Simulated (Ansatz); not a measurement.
Ge₁₂NH₂₃, a cluster cut from the lattice of germanium (1 of the caps NH2), 36 atoms. Hardware: 2 threads of AMD EPYC 7R13 on a shared host and a share (18 GiB) of an NVIDIA H100 80GB HBM3.

The 6-31G sets use Cartesian d functions. Correlated methods freeze 109 core orbitals; core or outer-core shells of Ge are correlated, in sets that lack core-valence functions. Single mean-field runs in def2-SVP, def2-TZVP are fitted with def2-universal-jkfit.

Question: How many basis functions does each of these Ansatz runs have, and roughly what does it cost? B3LYP-D4/6-31G, charge 0 singlet, energy; PBE0-D4/def2-SVP, charge 0 singlet, energy, from earlier orbitals; PBE-QIDH/def2-SVP, charge 0 singlet, energy, from earlier orbitals; PBE-D4/def2-SVP, charge 1 doublet at the geometry of the charge 0 singlet, energy, from earlier orbitals; PBE0-D4/def2-SVP, charge 0 triplet at the geometry of the charge 0 singlet, energy; MP2/def2-SVP, charge 0 singlet, energy, from earlier orbitals; PBE-D4/def2-SVP, charge 0 singlet, relaxation, 10 steps; B2PLYP/def2-SVP, charge 0 singlet, energy and forces, from earlier orbitals; B2PLYP/def2-SVP, charge 1 doublet at the geometry of the charge 0 singlet, energy, from earlier orbitals; PBE0-D4/def2-TZVP, charge 0 singlet, energy, from earlier orbitals; PBE-D4/def2-SVP, charge 0 triplet at the geometry of the charge 0 singlet, energy, from earlier orbitals; PBE-D4/def2-TZVP, charge 0 singlet, energy, from earlier orbitals.

Answer: Other jobs shared the machine, so times can vary by a factor of up to 3.

```
                                                                                                     run  functions  fitting or Cholesky vectors  wall time  peak host memory (GiB)
                                       PBE-D4/def2-TZVP, charge 0 singlet, energy, from earlier orbitals        745                         3683      5.5 s                     1.1
                                                                B3LYP-D4/6-31G, charge 0 singlet, energy        403                         3873      8.5 s                     1.1
PBE-D4/def2-SVP, charge 1 doublet at the geometry of the charge 0 singlet, energy, from earlier orbitals        513                         3683        9 s                     1.2
                                      PBE0-D4/def2-TZVP, charge 0 singlet, energy, from earlier orbitals        745                         3683      9.5 s                     1.1
PBE-D4/def2-SVP, charge 0 triplet at the geometry of the charge 0 singlet, energy, from earlier orbitals        513                         3683       10 s                     1.2
                                           MP2/def2-SVP, charge 0 singlet, energy, from earlier orbitals        513                         5110       10 s                     1.4
                                       PBE0-D4/def2-SVP, charge 0 singlet, energy, from earlier orbitals        513                         3683       12 s                     1.1
                                      PBE-QIDH/def2-SVP, charge 0 singlet, energy, from earlier orbitals        513                         3683       13 s                     3.1
                      PBE0-D4/def2-SVP, charge 0 triplet at the geometry of the charge 0 singlet, energy        513                         3683       16 s                     1.2
B2PLYP/def2-SVP, charge 1 doublet at the geometry of the charge 0 singlet, energy, from earlier orbitals        513                         3683       19 s                     3.2
                             B2PLYP/def2-SVP, charge 0 singlet, energy and forces, from earlier orbitals        513                         3683       48 s                     7.8
                                                 PBE-D4/def2-SVP, charge 0 singlet, relaxation, 10 steps        513                         3683       60 s                     1.2
```
